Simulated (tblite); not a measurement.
C3H7FO2S2 (charge +1 and doublet state).
Z-matrix (Å and degrees, GFN2-xTB geometry), rows numbered from 1:
```
C 
S   1  1.7969
O   2  1.4276  1  111.41
O   2  1.4186  1  112.63  3  -138.11
C   2  1.9428  1  103.06  3   110.29
S   5  1.7452  2  107.55  1  -166.77
C   6  1.8316  5  100.11  2    77.19
F   7  1.3449  6  110.07  5    34.59
H   1  1.0830  2  108.86  3  -168.42
H   1  1.0833  2  108.48  3   -45.62
H   1  1.0868  2  106.44  3    72.95
H   5  1.0875  2  105.52  1   -45.88
H   5  1.0859  2  106.29  1    75.07
H   7  1.1007  6  107.85  5   -83.17
H   7  1.0945  6  108.88  5   154.64
```

Calculated harmonic vibrations of the isolated species, GFN2-xTB (tblite), most abundant isotopes, no scaling. Errors from tens to a few hundred cm⁻¹ against measured bands are possible. One conformer, not necessarily the lowest. Open shells enter through the occupations alone, without spin polarisation, and single modes of such species can be off by tens of per cent.

Harmonic wavenumbers (cm⁻¹): 34.9, 60.3, 125.9, 136.8, 162.4, 189.0, 213.7, 279.7, 309.9, 390.3, 416.5, 441.9, 530.8, 659.2, 684.3, 733.3, 792.0, 834.2, 838.3, 860.0, 989.4, 1037.1, 1086.5, 1130.7, 1140.8, 1202.1, 1258.3, 1291.9, 1329.2, 1334.7, 1372.7, 1389.1, 2873.2, 2956.8, 2992.8, 3035.5, 3039.2, 3061.8, 3083.1.

A = 2462, B = 1033, C = 903.6 MHz; mass 157.987 u (most abundant isotopes); point group C1, symmetry number 1; spin multiplicity 2.

What is the zero-point energy?

½Σν̃ = 22149 cm⁻¹ = 264.96 kJ/mol.

Give the ideal-gas entropy at 273.15 K and 1 bar in the rigid-rotor, harmonic-oscillator model (classical rotation).

Translation 170.17, rotation 121.61, vibration 119.38, spin (R ln 2) 5.76: S = 416.9 J/(mol K).

And Cp and H(273.15 K) − H(0)?

Cp = 148.79 J/(mol K), of which vibrations give 115.54 (their classical limit is 39 R = 324.3); H(273.15 K) − H(0) = 25.93 kJ/mol without the zero-point energy, 16.85 from vibrations.

How do the functions run with temperature in this model?

```
T (K)  S (J/(mol K))  Cp (J/(mol K))  H − H(0) (kJ/mol)  G − H(0) (kJ/mol)  ln q(vib)
  100          304.9            82.8               5.69             -24.80       2.06
  200          374.9           122.3              16.01             -58.96       4.92
  300          431.3           158.1              30.06             -99.34       7.66
  500          526.4           215.0              67.78            -195.43      12.81
  800          639.4           264.3             140.45            -371.05      19.70
 1000          700.7           284.9             195.48            -505.21      23.78
```

q(vib) and H(0) count from the zero-point level.

Which modes carry the vibrational entropy at 273.15 K?

34.9 cm⁻¹: 22.41; 60.3 cm⁻¹: 17.89; 125.9 cm⁻¹: 11.88; 136.8 cm⁻¹: 11.22; 162.4 cm⁻¹: 9.86; 189.0 cm⁻¹: 8.69 J/(mol K); the other 33 give 37.44 together.

What must be added to the electronic energy to get the Gibbs energy at 273.15 K and 1 bar?

ZPE + [H(273.15 K) − H(0)] − T·S = 264.96 + 25.93 − 113.88 = 177.01 kJ/mol.

Hindered rotation and anharmonicity are outside this model. Other conformers, if any are populated, would add a mixing term that is left out. The structure is chiral; the term R ln 2 for an equal mix with its mirror image is left out.
